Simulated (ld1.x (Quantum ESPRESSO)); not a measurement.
K (Z = 19): one change to a TM potential, before and after

```json
{
 "Element": "K (Z = 19)",
 "Generator": "ld1.x (Quantum ESPRESSO) 7.5",
 "Type": "norm-conserving Troullier–Martins (Kleinman–Bylander form)",
 "Functional": "LDA (PZ)",
 "Relativity": "scalar-relativistic",
 "Frozen core": "[Ne]",
 "Valence charge": "9",
 "Reference configuration": "3s2 3p6 3d1 4s0 4p0",
 "Partial waves": "3s (bound): rc 1.85 bohr; 3p (bound): rc 1.95 bohr; 3d (bound): rc 4.20 bohr; 4f channel at 0.5 Ry: rc 3.70 bohr",
 "Local potential": "the f channel",
 "Core correction": "a·sin(br)/r model core, default radius (core density twice the valence density)"
}
```

Change: wave 3s (bound): rc 1.85 bohr becomes 3s (bound): rc 2.62 bohr.

Cutoffs: the cutoffs (Ry, on a coarse ladder) from which the occupation-weighted sum of valence levels, in a spherical-Bessel basis at the reference potential, stays within 10 and 1 mRy of its value at 400 Ry; they do not see the model core or the augmentation charge, which bear on the density cutoff. Errors are all-electron minus pseudo energies relative to the spin-unpolarised reference configuration.

**Question.** Predict the effect on cutoff, ghosts and configuration errors.

**Answer.** The potential gets softer (30 Ry and 50 Ry → 25 Ry and 40 Ry); of the 9 tests that both files solve, the error grows in 5 and shrinks in 0 by more than 15 % and 0.3 meV (median size 88.5 → 125.3 meV); neither file shows a bound ghost. A larger radius leaves more room for a smooth pseudo-wave, so fewer plane waves are needed. More of the atom is replaced by a form fitted at one configuration, so other configurations suffer.

| quantity | base | changed |
| --- | --- | --- |
| cutoff, loose | 30 Ry | 25 Ry |
| cutoff, tight | 50 Ry | 40 Ry |
| loose cutoff by channel (10 mRy a level) | s 21 Ry, p 21 Ry, d 6 Ry | s 8 Ry, p 21 Ry, d 6 Ry |
| bound ghosts | none | none |
| error for 3s2 3p6 3d0 4s1 4p0, meV [ΔE -2.51 eV] | +129 | +184 |
| error for 3s2 3p6 3d0 4s0 4p0, meV [ΔE 1.89 eV] | +7.8 | +7.8 |
| error for 3s2 3p6 3d0 4s0.5 4p0, meV [ΔE -0.80 eV] | +89 | +125 |
| error for 3s2 3p6 3d0.5 4s0.5 4p0, meV [ΔE -1.26 eV] | +73 | +105 |
| error for 3s2 3p6 3d0 4s0 4p1, meV [ΔE -0.88 eV] | +20 | +20 |
| error for 3s2 3p5 3d0 4s1 4p0, meV [ΔE 22.45 eV] | +471 | +633 |
| error for 3s1 3p6 3d0 4s1 4p0, meV [ΔE 39.32 eV] | +430 | +458 |
| error for 3s2 3p6 3d1 4s0 4p0 (spin-polarised), meV [ΔE -0.06 eV] | +1.7 | +1.7 |
| error for 3s2 3p6 3d0 4s1 4p0 (spin-polarised), meV [ΔE -2.65 eV] | +130 | +186 |
| s: phases at 4.54 bohr within 0.05 rad from the reference energy up to (Ry; the scan ends near 5) | -0.4 | -0.5 |
| p: phases at 4.54 bohr within 0.05 rad from the reference energy up to (Ry; the scan ends near 5) | 0.0 | 0.0 |
| d: phases at 4.54 bohr within 0.05 rad from the reference energy up to (Ry; the scan ends near 5) | 0.4 | 0.4 |
| f: phases at 4.54 bohr within 0.05 rad from the reference energy up to (Ry; the scan ends near 5) | 2.3 | 2.3 |
